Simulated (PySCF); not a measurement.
CH3NOSn. Atoms are numbered in the order given.

```xyz
7

Sn    -0.8942    -0.0887    -0.0179
N      1.0893     0.3059    -0.1194
C      2.2736     0.2270     0.0444
O      3.4373     0.1820     0.1824
H     -1.1827    -0.7281     1.5388
H     -1.6573     1.4144    -0.2696
H     -1.2127    -1.2106    -1.2634
```

Geometry optimised at PBE0-D3(BJ)/def2-SVP. The def2 effective core potentials stand for the cores of Sn; spin–orbit coupling is left out.

The numbers are results of TDA-PBE0/def2-SVPD in PySCF, not measurements.

Vertical excitations. Isolated molecule, no solvent.

Computed UV-visible absorptions:
```csv
state,energy (eV),λ (nm),f,main pairs
S1,6.32,196,0.003,HOMO→LUMO 96 %
S2,6.42,193,0.018,HOMO−1→LUMO 95 %
S3,6.70,185,0.010,HOMO→LUMO+1 92 %
S4,6.79,183,0.015,HOMO−1→LUMO+1 92 %
S5,7.20,172,0.003,HOMO−1→LUMO+2 68 %
S6,7.33,169,0.001,"HOMO→LUMO+3 69 %, HOMO−1→LUMO+2 11 %"
S7,7.35,169,0.021,"HOMO→LUMO+2 45 %, HOMO−1→LUMO+3 35 %"
S8,7.83,158,0.149,"HOMO−1→LUMO+3 45 %, HOMO→LUMO+2 26 %, HOMO→LUMO+3 11 %"
S9,7.93,156,0.009,HOMO→LUMO+4 73 %
S10,7.99,155,0.005,"HOMO−1→LUMO+4 64 %, HOMO−2→LUMO 27 %"
T1,5.93,209,0,"HOMO−1→LUMO 58 %, HOMO→LUMO 24 %"
T2,5.95,208,0,"HOMO→LUMO 64 %, HOMO−1→LUMO 24 %"
T3,6.37,195,0,"HOMO→LUMO+1 51 %, HOMO−1→LUMO+1 19 %"
T4,6.40,194,0,"HOMO−1→LUMO+1 45 %, HOMO→LUMO+1 23 %, HOMO−1→LUMO 7 %"
```
Triplets are in the Tamm–Dancoff approximation.
